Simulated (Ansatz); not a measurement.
Ansatz (a first-principles code) input (HF/3-21G): The .json file is the Basis Set Exchange's 3-21G.

Ansatz 0.2 input:
```yaml
crystal:
  periodic: [false, false, false]
  atoms:
    - {symbol: C, position_ang: [-1.04781679, 0.10932284, -0.37262433]}
    - {symbol: Si, position_ang: [0.55917462, -0.05617424, 0.25288161]}
    - {symbol: H, position_ang: [-1.75364330, -0.72226473, -0.31024367]}
    - {symbol: H, position_ang: [-1.53931018, 1.08500344, -0.38271922]}
    - {symbol: H, position_ang: [1.75140953, -0.23223646, -0.61163372]}
basis:
  gaussian:
    orbitals: 3-21G.json
hamiltonian:
  xc: {name: HF}
total_charge: 1
relax: {f_tol: 0.003, max_steps: 120}
```

Output:

```
WARN ansatz: RAYON_NUM_THREADS=1 ignored (pool sized by the plan → 1); use --threads N
Functional definition: HF
integrals: 0.00 GiB planned
359 factors; integrals over basis functions are off by at most 6.5e-4 eV
mean field: 0.05 GiB planned
mean field evaluation 1: about -8875.3614 eV, gradient 4.4e1 eV
mean field evaluation 2: about -8875.3593 eV, gradient 4.4e1 eV
mean field evaluation 4: about -8881.8539 eV, gradient 3.8e0 eV
mean field evaluation 8: about -8882.0289 eV, gradient 1.7e-1 eV
mean field evaluation 16: about -8872.7431 eV, gradient 2.2e1 eV
mean field -8882.02923397 eV, -326.4085538926 hartree, gradient 1.0e-5 eV, S^2 0.000000; 0 other end points of the search recorded, 0 dependent functions left out
the calculation of the forces begins
reference -8882.02923397 eV, -326.4085538926 hartree; 11, 11 occupied and 17, 17 virtual orbitals, 359 factors
relax step   1: F+E_penalty+E_count = -8882.02923397 eV  Δ(F+E_penalty+E_count) = +0.000e0 eV  max|allowed force component| = 1.762e0 eV/Å  Δτ_max = 0.0000 Å  (39 SCF iters, accepted)
these checks for a lower state are left out or cut short: starts, cluster_reference, orbital_swaps, neighbouring_geometries, increment
integrals: 0.00 GiB planned
359 factors; integrals over basis functions are off by at most 6.6e-4 eV
mean field: 0.05 GiB planned
mean field -8882.00471248 eV, -326.4076527445 hartree, gradient 1.4e-5 eV, S^2 0.000000; 0 other end points of the search recorded, 0 dependent functions left out
the calculation of the forces begins
reference -8882.00471248 eV, -326.4076527445 hartree; 11, 11 occupied and 17, 17 virtual orbitals, 359 factors
relax step   2: F+E_penalty+E_count = -8882.00471248 eV  Δ(F+E_penalty+E_count) = +2.452e-2 eV  max|allowed force component| = 1.247e0 eV/Å  Δτ_max = 0.0998 Å  (28 SCF iters, rejected (line search))
these checks for a lower state are left out or cut short: starts, cluster_reference, orbital_swaps, neighbouring_geometries, increment
integrals: 0.00 GiB planned
359 factors; integrals over basis functions are off by at most 6.5e-4 eV
mean field: 0.05 GiB planned
mean field evaluation 32: about -8882.0638 eV, gradient 1.2e-2 eV
mean field -8882.06217778 eV, -326.4097645556 hartree, gradient 8.0e-5 eV, S^2 0.000000; 0 other end points of the search recorded, 0 dependent functions left out
the calculation of the forces begins
reference -8882.06217778 eV, -326.4097645556 hartree; 11, 11 occupied and 17, 17 virtual orbitals, 359 factors
relax step   3: F+E_penalty+E_count = -8882.06217778 eV  Δ(F+E_penalty+E_count) = -3.294e-2 eV  max|allowed force component| = 9.097e-1 eV/Å  Δτ_max = 0.0331 Å  (25 SCF iters, accepted)
these checks for a lower state are left out or cut short: starts, cluster_reference, orbital_swaps, neighbouring_geometries, increment
integrals: 0.00 GiB planned
359 factors; integrals over basis functions are off by at most 6.7e-4 eV
mean field: 0.05 GiB planned
mean field -8882.07260677 eV, -326.4101478136 hartree, gradient 7.9e-5 eV, S^2 0.000000; 0 other end points of the search recorded, 0 dependent functions left out
the calculation of the forces begins
reference -8882.07260677 eV, -326.4101478136 hartree; 11, 11 occupied and 17, 17 virtual orbitals, 359 factors
relax step   4: F+E_penalty+E_count = -8882.07260677 eV  Δ(F+E_penalty+E_count) = -1.043e-2 eV  max|allowed force component| = 1.338e-1 eV/Å  Δτ_max = 0.0202 Å  (24 SCF iters, accepted)
these checks for a lower state are left out or cut short: starts, cluster_reference, orbital_swaps, neighbouring_geometries, increment
integrals: 0.00 GiB planned
359 factors; integrals over basis functions are off by at most 6.6e-4 eV
mean field: 0.05 GiB planned
mean field -8882.07382024 eV, -326.4101924080 hartree, gradient 8.6e-5 eV, S^2 0.000000; 0 other end points of the search recorded, 0 dependent functions left out
the calculation of the forces begins
reference -8882.07382024 eV, -326.4101924080 hartree; 11, 11 occupied and 17, 17 virtual orbitals, 359 factors
relax step   5: F+E_penalty+E_count = -8882.07382024 eV  Δ(F+E_penalty+E_count) = -1.213e-3 eV  max|allowed force component| = 4.709e-2 eV/Å  Δτ_max = 0.0044 Å  (24 SCF iters, accepted)
these checks for a lower state are left out or cut short: starts, cluster_reference, orbital_swaps, neighbouring_geometries, increment
integrals: 0.00 GiB planned
359 factors; integrals over basis functions are off by at most 6.6e-4 eV
mean field: 0.05 GiB planned
mean field -8882.07401636 eV, -326.4101996153 hartree, gradient 8.6e-5 eV, S^2 0.000000; 0 other end points of the search recorded, 0 dependent functions left out
the calculation of the forces begins
reference -8882.07401636 eV, -326.4101996153 hartree; 11, 11 occupied and 17, 17 virtual orbitals, 359 factors
relax step   6: F+E_penalty+E_count = -8882.07401636 eV  Δ(F+E_penalty+E_count) = -1.961e-4 eV  max|allowed force component| = 5.288e-2 eV/Å  Δτ_max = 0.0043 Å  (26 SCF iters, accepted)
these checks for a lower state are left out or cut short: starts, cluster_reference, orbital_swaps, neighbouring_geometries, increment
integrals: 0.00 GiB planned
359 factors; integrals over basis functions are off by at most 6.6e-4 eV
mean field: 0.05 GiB planned
mean field -8882.07478385 eV, -326.4102278200 hartree, gradient 8.5e-5 eV, S^2 0.000000; 0 other end points of the search recorded, 0 dependent functions left out
the calculation of the forces begins
reference -8882.07478385 eV, -326.4102278200 hartree; 11, 11 occupied and 17, 17 virtual orbitals, 359 factors
relax step   7: F+E_penalty+E_count = -8882.07478385 eV  Δ(F+E_penalty+E_count) = -7.675e-4 eV  max|allowed force component| = 7.036e-2 eV/Å  Δτ_max = 0.0191 Å  (24 SCF iters, accepted)
these checks for a lower state are left out or cut short: starts, cluster_reference, orbital_swaps, neighbouring_geometries, increment
integrals: 0.00 GiB planned
359 factors; integrals over basis functions are off by at most 6.6e-4 eV
mean field: 0.05 GiB planned
mean field evaluation 64: about -8882.0755 eV, gradient 2.5e-5 eV
mean field -8882.07550114 eV, -326.4102541798 hartree, gradient 8.2e-5 eV, S^2 0.000000; 0 other end points of the search recorded, 0 dependent functions left out
the calculation of the forces begins
reference -8882.07550114 eV, -326.4102541798 hartree; 11, 11 occupied and 17, 17 virtual orbitals, 359 factors
relax step   8: F+E_penalty+E_count = -8882.07550114 eV  Δ(F+E_penalty+E_count) = -7.173e-4 eV  max|allowed force component| = 1.676e-2 eV/Å  Δτ_max = 0.0277 Å  (23 SCF iters, accepted)
these checks for a lower state are left out or cut short: starts, cluster_reference, orbital_swaps, neighbouring_geometries, increment
integrals: 0.00 GiB planned
359 factors; integrals over basis functions are off by at most 6.7e-4 eV
mean field: 0.05 GiB planned
mean field -8882.07554775 eV, -326.4102558929 hartree, gradient 8.2e-5 eV, S^2 0.000000; 0 other end points of the search recorded, 0 dependent functions left out
the calculation of the forces begins
reference -8882.07554775 eV, -326.4102558929 hartree; 11, 11 occupied and 17, 17 virtual orbitals, 359 factors
relax step   9: F+E_penalty+E_count = -8882.07554775 eV  Δ(F+E_penalty+E_count) = -4.661e-5 eV  max|allowed force component| = 6.143e-3 eV/Å  Δτ_max = 0.0054 Å  (25 SCF iters, accepted)
these checks for a lower state are left out or cut short: starts, cluster_reference, orbital_swaps, neighbouring_geometries, increment
integrals: 0.00 GiB planned
359 factors; integrals over basis functions are off by at most 6.7e-4 eV
mean field: 0.05 GiB planned
mean field -8882.07555067 eV, -326.4102559999 hartree, gradient 2.5e-5 eV, S^2 0.000000; 0 other end points of the search recorded, 0 dependent functions left out
the calculation of the forces begins
reference -8882.07555067 eV, -326.4102559999 hartree; 11, 11 occupied and 17, 17 virtual orbitals, 359 factors
relax step  10: F+E_penalty+E_count = -8882.07555067 eV  Δ(F+E_penalty+E_count) = -2.913e-6 eV  max|allowed force component| = 5.110e-3 eV/Å  Δτ_max = 0.0021 Å  (22 SCF iters, accepted)
these checks for a lower state are left out or cut short: starts, cluster_reference, orbital_swaps, neighbouring_geometries, increment
integrals: 0.00 GiB planned
359 factors; integrals over basis functions are off by at most 6.7e-4 eV
mean field: 0.05 GiB planned
mean field -8882.07555212 eV, -326.4102560533 hartree, gradient 2.1e-5 eV, S^2 0.000000; 0 other end points of the search recorded, 0 dependent functions left out
the calculation of the forces begins
reference -8882.07555212 eV, -326.4102560533 hartree; 11, 11 occupied and 17, 17 virtual orbitals, 359 factors
relax step  11: F+E_penalty+E_count = -8882.07555212 eV  Δ(F+E_penalty+E_count) = -1.452e-6 eV  max|allowed force component| = 1.326e-3 eV/Å  Δτ_max = 0.0003 Å  (18 SCF iters, accepted)
integrals: 0.00 GiB planned
359 factors; integrals over basis functions are off by at most 6.7e-4 eV
mean field: 0.05 GiB planned
mean field evaluation 96: about -8882.0756 eV, gradient 5.8e-4 eV
mean field -8882.07555212 eV, -326.4102560533 hartree, gradient 2.1e-5 eV, S^2 0.000000; 1 other end points of the search recorded, 0 dependent functions left out
the calculation of the forces begins
reference -8882.07555212 eV, -326.4102560533 hartree; 11, 11 occupied and 17, 17 virtual orbitals, 359 factors
Total energy: -8882.07555212 eV, -326.4102560533 hartree
Atom 0 at    -1.066950     0.112207    -0.357296 Å, force    -0.000388     0.000050     0.000092 eV/Å
Atom 1 at     0.599540    -0.059559     0.287859 Å, force     0.001326    -0.000179    -0.000540 eV/Å
Atom 2 at    -1.761183    -0.718259    -0.326226 Å, force    -0.000113    -0.000087    -0.000101 eV/Å
Atom 3 at    -1.547726     1.081620    -0.398406 Å, force    -0.000090     0.000103    -0.000109 eV/Å
Atom 4 at     1.746133    -0.232358    -0.630270 Å, force    -0.000736     0.000114     0.000657 eV/Å
Dipole moment:     0.000232    -0.006179    -0.153395 e Å
```

The dipole moment of an ion depends on the origin.
